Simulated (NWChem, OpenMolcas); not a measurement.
## How basis sets differ on InH3O (InH2(OH))

InH3O: 5 atoms, total charge 0, spin state singlet. As SMILES, `[H][In]([H])[OH]`. Geometry: a GFN2-xTB relaxation, a rough one for these elements and not checked as a minimum.

```xyz
5

In    0.3402    0.4657   -0.1041
H     2.0129    0.4516   -0.3101
H    -0.6601    1.8452   -0.1354
O    -0.3826   -1.2934    0.2007
H    -1.3104   -1.4692    0.3489
```

Each level gives the dipole moment (D). The values are calculated.

```csv
level,kind,program,value (D),CPU time
HF/STO-3G,Hartree–Fock,NWChem,1.28,2.7 s
HF/3-21G,Hartree–Fock,OpenMolcas,1.86,2.5 s
HF/def2-SVP (core potential),Hartree–Fock,OpenMolcas,1.75,3.2 s
HF/def2-TZVPP (core potential),Hartree–Fock,OpenMolcas,1.64,16 s
```

All-electron rows without a relativistic Hamiltonian named are non-relativistic, while core potentials hold scalar relativity, so basis and relativity change together. The values span 1.28 to 1.86 D. Sets without polarisation functions give poor dipoles. CPU times are rough (shared hosts, several kinds of processor): they show what a rung costs within a factor of a few.
